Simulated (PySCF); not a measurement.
AsC at ROHF-MP2

Computed with ROHF-MP2; basis As def2-SVPD, C def2-SVPD; no relativity; PySCF 2.14.

```
state                          : ²Σ⁺ (doublet), unpaired electrons σ ↑
bond length                    : 1.707 Å
harmonic wavenumber            : 961 cm⁻¹
force constant                 : 5.63 mdyn/Å
rotational constant Be         : 0.5596 cm⁻¹
anharmonicity ωexe             : 4.20 cm⁻¹
vibration–rotation constant αe : 0.00409 cm⁻¹
well depth De to As + C        : 4.31 eV
dissociation energy D0         : 4.25 eV
```

Correlated steps freeze 10 core orbitals. Correlated levels converge slowly with the basis: in double zeta they bind strong bonds too weakly, by up to about 1 eV, and carry superposition errors of some tenths. Spin–orbit coupling is left out. The state was picked by a PBE0 search and need not be the measured ground state.
